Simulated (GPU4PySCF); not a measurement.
Co(CO)3(MeCN)(SiMe3) (C₈H₁₂CoNO₃Si), SMILES CC#[N]->[Co]([Si](C)(C)C)(<-[C-]#[O+])(<-[C-]#[O+])<-[C-]#[O+], multiplicity 1.

The structure is a stationary point at ωB97X-D3(BJ)/def2-TZVP. The spin state was assumed, not searched. The isomer is the one that the SMILES or the coordinates give; other isomers of the formula were not compared. Other conformers were not sampled.

Two levels are set side by side: TDDFT-PBE/def2-SVPD (GPU4PySCF) and TDDFT-M06-2X/def2-SVPD (GPU4PySCF). Vertical, same geometry. The lowest singlet is HOMO→LUMO 97 % with PBE and HOMO−2→LUMO+1 36 %, HOMO−2→LUMO+10 18 %, HOMO−2→LUMO+17 8 %, HOMO−2→LUMO 6 % with the other functional; states are paired by order. Differences are taken from unrounded values.

| quantity | TDDFT-PBE |
|---|---|
| lowest singlet excitation (eV) | 3.59 |
| lowest triplet excitation (TDA) (eV) | 3.15 |

Problem. These are the TDDFT-PBE values. What does TDDFT-M06-2X give? (The exact figures need the calculation; the answer reports its results.)

Solution. 
```
quantity                              TDDFT-M06-2X  TDDFT-PBE minus TDDFT-M06-2X
------------------------------------  ------------  ----------------------------
lowest singlet excitation (eV)                2.69                          0.90
lowest triplet excitation (TDA) (eV)          2.15                          1.00
```
